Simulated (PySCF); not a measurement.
C₃H₇O₂ (SMILES COCC[O]), doublet, at a GFN2-xTB geometry; CASCI(5,7)+NEVPT2/6-31G (PySCF).

PySCF was given this input:
```python
from pyscf import gto, scf, mcscf, mrpt
import numpy

mol = gto.Mole()
mol.atom = '''
    C     1.98903410    0.41010762    0.01884603
    O     1.12603601   -0.61931556   -0.39532828
    C    -0.16491624   -0.23812735   -0.67558156
    C    -1.05536801   -0.05802836    0.65846570
    O    -2.24378240    0.36443468    0.35109641
    H     2.00293750    1.23330719   -0.70358018
    H     1.68837049    0.80542372    0.99742193
    H     2.98107301   -0.02936824    0.10057150
    H    -0.63442066   -1.04665769   -1.23749797
    H    -0.22964571    0.70587468   -1.22826276
    H    -1.01595944   -1.02208605    1.20327271
    H    -0.46288302    0.70884194    1.21154880
'''
mol.basis = '6-31g'
mol.spin = 1
mol.verbose = 4
mol.build()

mf = scf.ROHF(mol)
mf.kernel()
mc = mcscf.CASCI(mf, 7, 5)
mc.fix_spin_(ss=0.75)
mc.kernel()
occ = numpy.linalg.eigvalsh(mc.fcisolver.make_rdm1(mc.ci, mc.ncas, mc.nelecas))[::-1]
ss = mc.fcisolver.spin_square(mc.ci, mc.ncas, mc.nelecas)[0]
print('natural occupations', occ.round(4), ' <S^2>', round(ss, 4))
e2 = mrpt.NEVPT(mc).kernel()
print('E(NEVPT2) = %.10f' % (mc.e_tot + e2))
```

### Question
What does PySCF print? Leave out banner, timings and long lists.

### Answer

```
PySCF version 2.14.0

[INPUT] verbose = 4
[INPUT] num. atoms = 12
[INPUT] num. electrons = 41
[INPUT] charge = 0
[INPUT] spin (= nelec alpha-beta = 2S) = 1
[INPUT] symmetry False subgroup None
[INPUT] Mole.unit = angstrom
[INPUT] Symbol           X                Y                Z      unit          X                Y                Z       unit  Magmom
[...]
nuclear repulsion = 182.712808346716
number of shells = 39
number of NR pGTOs = 138
number of NR cGTOs = 59
basis = 6-31g
ecp = {}

******** <class 'pyscf.scf.rohf.ROHF'> ********
method = ROHF
initial guess = minao
damping factor = 0
level_shift factor = 0
DIIS = <class 'pyscf.scf.diis.CDIIS'>
diis_start_cycle = 1
diis_space = 8
diis_damp = 0
SCF conv_tol = 1e-09
SCF conv_tol_grad = None
SCF max_cycles = 50
direct_scf = True
direct_scf_tol = 1e-13
num. doubly occ = 20  num. singly occ = 1
Set gradient conv threshold to 3.16228e-05
init E= -267.965852977876
[...]
cycle= 1 E= -266.921038641501  delta_E= 1.04  |g|= 0.805  |ddm|= 2.12
[...]
cycle= 2 E= -266.996538400874  delta_E= -0.0755  |g|= 0.875  |ddm|=  1.3
[...]
cycle= 3 E= -267.164730130054  delta_E= -0.168  |g|= 0.118  |ddm|= 0.78
[...]
cycle= 4 E= -267.185240357728  delta_E= -0.0205  |g|= 0.134  |ddm|= 0.262
[...]
cycle= 5 E= -267.193994365065  delta_E= -0.00875  |g|= 0.0703  |ddm|= 0.163
[...]
cycle= 6 E= -267.197065230154  delta_E= -0.00307  |g|= 0.0229  |ddm|= 0.117
[...]
cycle= 7 E= -267.197294249218  delta_E= -0.000229  |g|= 0.00423  |ddm|= 0.0316
[...]
cycle= 8 E= -267.197314082604  delta_E= -1.98e-05  |g|= 0.00183  |ddm|= 0.00913
[...]
cycle= 9 E= -267.197323335311  delta_E= -9.25e-06  |g|= 0.00154  |ddm|= 0.00671
[...]
cycle= 10 E= -267.197331610462  delta_E= -8.28e-06  |g|= 0.00113  |ddm|= 0.00488
[...]
cycle= 11 E= -267.197340400024  delta_E= -8.79e-06  |g|= 0.00106  |ddm|= 0.00516
[...]
cycle= 12 E= -267.197350977934  delta_E= -1.06e-05  |g|= 0.00104  |ddm|= 0.00634
[...]
cycle= 13 E= -267.197365587627  delta_E= -1.46e-05  |g|= 0.00102  |ddm|= 0.00889
[...]
cycle= 14 E= -267.197424297576  delta_E= -5.87e-05  |g|= 0.001  |ddm|= 0.0376
[...]
cycle= 15 E= -267.197457149045  delta_E= -3.29e-05  |g|= 0.000977  |ddm|= 0.0226
[...]
cycle= 16 E= -267.197536335823  delta_E= -7.92e-05  |g|= 0.00112  |ddm|= 0.0609
[...]
cycle= 17 E= -267.197529922728  delta_E= 6.41e-06  |g|= 0.000936  |ddm|= 0.00612
[...]
cycle= 18 E= -267.197616031112  delta_E= -8.61e-05  |g|= 0.00884  |ddm|= 0.177
[...]
[...]
converged SCF energy = -267.197721409962
CASCI E = -267.198175212784  E(CI) = -5.40061303074253  S^2 = 0.7500000
[...]
1 O 2px         -0.00952  -0.04236
1 O 2py         -0.09406  -0.08137
1 O 2pz         -0.05830   0.03645
1 O 3px         -0.00719  -0.02569
1 O 3py         -0.05234  -0.01646
1 O 3pz         -0.02558   0.01668
2 C 1s           0.00006  -0.00011
2 C 2s          -0.12877   0.22093
2 C 3s          -0.02695   0.06298
2 C 2px          0.12118  -0.02965
2 C 2py          0.10981  -0.07807
2 C 2pz          0.12261  -0.12583
2 C 3px          0.07806  -0.03165
2 C 3py          0.03540  -0.04874
2 C 3pz          0.07623  -0.05074
3 C 1s          -0.00002   0.00004
3 C 2s           0.03401  -0.06372
3 C 3s           0.01947  -0.03168
3 C 2px          0.04748   0.03094
3 C 2py          0.22541  -0.01841
3 C 2pz         -0.01194   0.02611
3 C 3px         -0.03366   0.06253
3 C 3py          0.09589  -0.01688
3 C 3pz         -0.06224   0.05314
4 O 1s          -0.00003   0.00002
4 O 2s          -0.01410   0.02567
4 O 3s          -0.00796   0.00493
4 O 2px         -0.03561   0.03076
4 O 2py         -0.04869  -0.01161
4 O 2pz         -0.00421  -0.00146
4 O 3px         -0.02207   0.02156
4 O 3py         -0.01506   0.00086
4 O 3pz          0.00034   0.00768
5 H 1s          -0.23014  -0.29030
5 H 2s          -0.20756  -0.29938
6 H 1s          -0.38082   0.02165
6 H 2s          -0.33811  -0.01808
7 H 1s          -0.06343  -0.40130
7 H 2s          -0.09695  -0.36270
8 H 1s           0.29908  -0.30807
8 H 2s           0.26606  -0.24988
9 H 1s           0.02766  -0.11563
9 H 2s           0.04229  -0.15312
10 H 1s          0.18093   0.01964
10 H 2s          0.15272   0.02913
11 H 1s         -0.21710   0.05175
11 H 2s         -0.18167   0.04879
<CAS-nat-orb|mo-hf>  19     19       0.91693748
<CAS-nat-orb|mo-hf>  20     20       0.91693595
<CAS-nat-orb|mo-hf>  21     21       0.99999706
<CAS-nat-orb|mo-hf>  22     23       0.93462002
<CAS-nat-orb|mo-hf>  23     22       0.77270517
<CAS-nat-orb|mo-hf>  23     25      -0.50960855
<CAS-nat-orb|mo-hf>  24     22       0.40910121
<CAS-nat-orb|mo-hf>  24     24       0.90025532
<CAS-nat-orb|mo-hf>  25     22       0.47507085
<CAS-nat-orb|mo-hf>  25     25       0.77802027
Sr    (-1)',   E = -0.00274218482434
Si    (+1)',   E = -0.00183706297486
Sijrs (0)  ,   E = -0.25625123990785
Sijr  (+1) ,   E = -0.06445037051778
Srsi  (-1) ,   E = -0.10808932678995
Srs   (-2) ,   E = -0.01559839702176
Sij   (+2) ,   E = -0.00795403148103
Sir   (0)' ,   E = -0.02376336795930
Nevpt2 Energy = -0.480685981476860
E(NEVPT2) = -267.6788611943
```
